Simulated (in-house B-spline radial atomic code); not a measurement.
## Ionising Er¹³⁺ with different functionals

Computed with a radial B-spline atomic code at the basis-set limit: scalar-relativistic (spin-free X2C) Hamiltonian, Fermi nucleus of rms radius 5.2516 fm, spin-polarised at highest spin, spherical fractional occupations for the functionals. The ionisation energy is the difference of two self-consistent energies, [Kr] 4d10 4f7 5s2 → [Kr] 4d10 4f7 5s1, without Breit or QED terms; ε is the level of the shell that loses the electron (its least bound occupied spin orbital). There is no spin-orbit coupling in this Hamiltonian.

```json
{"method": "HF fractional", "rung": "Hartree-Fock", "ΔSCF (eV)": "276.35", "-ε(5s) (eV)": "276.68"}
{"method": "BLYP", "rung": "GGA", "ΔSCF (eV)": "281.51", "-ε(5s) (eV)": "271.42"}
{"method": "OLYP", "rung": "GGA", "ΔSCF (eV)": "280.59", "-ε(5s) (eV)": "270.47"}
{"method": "PBEsol", "rung": "GGA", "ΔSCF (eV)": "280.84", "-ε(5s) (eV)": "271.15"}
{"method": "SCAN", "rung": "meta-GGA", "ΔSCF (eV)": "279.28", "-ε(5s) (eV)": "271.01"}
{"method": "TPSS", "rung": "meta-GGA", "ΔSCF (eV)": "280.12", "-ε(5s) (eV)": "270.50"}
{"method": "r2SCAN0", "rung": "global hybrid", "ΔSCF (eV)": "278.84", "-ε(5s) (eV)": "272.56"}
```

Problem. How do they compare with the NIST value?

Solution. NIST lists 290 eV ± 15 (tabulated theory, ground level to ground level). Errors run from -13.65 to -8.49 eV; all lie within about twice that uncertainty, so the table can't rank the methods.
